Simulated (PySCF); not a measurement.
# What a mistake does to a calculation on BGeH2O2 cation

These are calculations, not measurements. The program is PySCF 2.14.0, an open-source quantum chemistry code, run on an isolated molecule that a program drew, which may never have been made. The molecule is BGeH2O2 cation (charge +1, singlet), drawn as the SMILES string `[O]=[GeH][B+]O`.

Each row is a Hartree-Fock (HF) and frozen-core CCSD(T) single point in the cc-pVDZ basis, meant for a local HF minimum. Run 1 is clean. Each other run has one planted mistake out of seven kinds, and not every kind appears here: one electron removed, one electron added, multiplicity raised by two, geometry at a saddle point, minimal basis STO-3G, one bond length entered in bohr, all coordinates scaled. The reference is restricted for singlets and unrestricted otherwise, and also for a bond in bohr. Adding or removing an electron swaps singlet and doublet. Electrons count all cores. HOMO and LUMO are orbital energies over both spins, the gradient is its largest component, and the lowest frequency (negative if imaginary) is given only where the gradient is small. Bond lengths are over the 5 bonds as drawn. T1 is the CCSD diagnostic: over 0.02 (restricted) or 0.045 (unrestricted) a single reference is doubtful. Germanium has the cc-pVDZ-PP basis, with a core potential (ECP10MDF) in place of its 10 inner electrons, and its 3s, 3p and 3d shells are frozen in CCSD(T).

Geometry of the clean run:
```xyz
6
BGeH2O2 cation, angstrom
O     1.0829    4.0844    0.8222
Ge    1.0982    2.4930    0.6448
B     0.8386    2.1759   -1.4761
O     0.6870    2.0917   -2.6956
H     1.2265    1.2121    1.4222
H     0.5738    2.5991   -3.4977
```

| run | electrons | basis functions | <S^2> | HOMO (eV) | LUMO (eV) | gradient (hartree/bohr) | lowest frequency (cm^-1) | mean bond (Å) | longest bond (Å) | T1 | HF (hartree) | CCSD(T) (hartree) | mistake |
|---|---|---|---|---|---|---|---|---|---|---|---|---|---|
| 1 | 54 | 75 | 0.000 | -16.92 | -5.02 | 2.3e-05 | 108 | 1.4906 | 2.160 | 0.0291 | -468.64814 | -469.21510 | no fault |
| 2 | 54 | 75 | 1.030 | -15.25 | -5.19 | 1.2e-01 | - | 1.7582 | 2.842 | 0.0783 | -468.57433 | -469.10552 | one bond length entered in bohr |
| 3 | 55 | 75 | 0.773 | -6.11 | 2.05 | 1.1e-01 | - | 1.4906 | 2.160 | 0.0249 | -468.85275 | -469.42097 | one electron added |
| 4 | 54 | 75 | 0.000 | -16.84 | -5.05 | 1.9e-02 | - | 1.5070 | 2.184 | 0.0301 | -468.64725 | -469.21754 | all coordinates scaled |
| 5 | 54 | 75 | 2.017 | -12.67 | -4.72 | 1.7e-01 | - | 1.4906 | 2.160 | 0.0267 | -468.60124 | -469.10643 | ? |

**Which mistake was planted in run 5, and what did it cost?**

Electrons, basis and geometry are unchanged, and <S^2> is 2.017, beside S(S+1) = 2.00 for a multiplicity of 3. So the mistake is: multiplicity raised by two. Subtracting run 1 and multiplying by 627.51 kcal/mol a hartree, the energy moved by 29.4 kcal/mol in HF and 68.2 kcal/mol in CCSD(T).

Cautions from the logs. Run 1: T1 is over the limit, so its CCSD(T) energy is less reliable; run 2: T1 is over the limit, so its CCSD(T) energy is less reliable; run 4: T1 is over the limit, so its CCSD(T) energy is less reliable.
